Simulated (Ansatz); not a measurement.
Reactions of AlCl$_{2}$F, SMILES `[F][Al]([Cl])[Cl]`.

Gas-phase electronic energies from Ansatz, PBE0-D4/def2-TZVP geometries. CCSD(T)/CBS is the MP2 limit (def2-TZVPP, def2-QZVPP) plus CCSD(T) − MP2 in def2-TZVPP, frozen cores. This one scheme is used for every species. For Br outer-core shells are correlated without core-valence functions, which leaves a few kJ/mol of doubt a bond. Scalar relativity is left out up to krypton. Each species was taken in one conformer, which may not be the lowest.

**Question.** Order these by ΔE at CCSD(T)/CBS, lowest first. (An estimate is asked.)
A. `[F][Al]([Cl])[Cl]` + `C=CCCF` → `C=C[CH2][Al]([Cl])[Cl]` + `FCF`
B. `[F][Al]([Cl])[Cl]` + HBr → `[Cl][Al]([Cl])[Br]` + H–F
C. `[F][Al]([Cl])[Cl]` + CH₃NH₂ → `C[NH][Al]([F])[Cl]` + HCl
D. `[F][Al]([Cl])[Cl]` + `FC(F)(F)C1=CC(C(F)(F)F)=[O+][Al-]([Cl])([Cl])[O]1` → `FC(F)(F)C1=CC(C(F)(F)F)=[O+][Al-]([F])([Cl])[O]1` + `[Cl][Al]([Cl])[Cl]`
E. `[F][Al]([Cl])[Cl]` + `N=C=O` → `O=C=[N][Al]([Cl])[Cl]` + H–F

**Answer.** D (+0.03 eV), B (+0.18 eV), E (+0.37 eV), C (+0.63 eV), A (+2.05 eV).

Largest T1 diagnostic: 0.018, for `N=C=O`.
